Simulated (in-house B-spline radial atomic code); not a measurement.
The selenium ion Se⁺ is squeezed into an impenetrable sphere of radius R (the orbitals vanish at R). Caution: exact exchange at fractional occupations of open shells leaves self-interaction of up to several eV. All numbers are computed (non-relativistic PBE0, spin-polarised, spherical fractional occupations; point nucleus) with a B-spline radial code for spherical atoms, not measured.

Energies in eV above the free ion in [Ar] 3d10 4s2 4p3:

```tsv
R (bohr)	highest level (eV)	[Ar] 3d10 4s2 4p3	[Ne] 3s2 3p5 3d10 4s2 4p3 4d1	[Ar] 3d10 4s1 4p3 4f1	-dE/dV in [Ar] 3d10 4s2 4p3 (GPa)
8.8	-17.9	0.0003607	171.2	27.62	0.000827
6.57	-17.8	0.03174	171.7	30.59	0.124
4.67	-16.9	1.183	174.4	38.42	8.7
4.51	-16.6	1.593	175	39.78	12.5
3.86	-14.7	5.331	180.4	48.59	57.2
3	-6.42	26.75	207.6	81.46	488
2.61	3.05	57.03	244.6	119.6	1430
2.33	15.2	100.6	297.1	169.8	3310
1.8	70	328	563.4	406.7	21100
1.48	158	753.4	1048	820.6	82800
```

Question: Does [Ne] 3s2 3p5 3d10 4s2 4p3 4d1 fall below [Ar] 3d10 4s2 4p3 under compression?

Answer: No, it stays above over the whole range.

Question: Does [Ar] 3d10 4s1 4p3 4f1 fall below [Ar] 3d10 4s2 4p3 under compression?

Answer: No, it stays above over the whole range.

The highest level is first positive in the row R = 2.61 bohr, pushed up by confinement above the zero of the free ion's potential. Each configuration is held fixed and needn't be the lowest in the sphere.
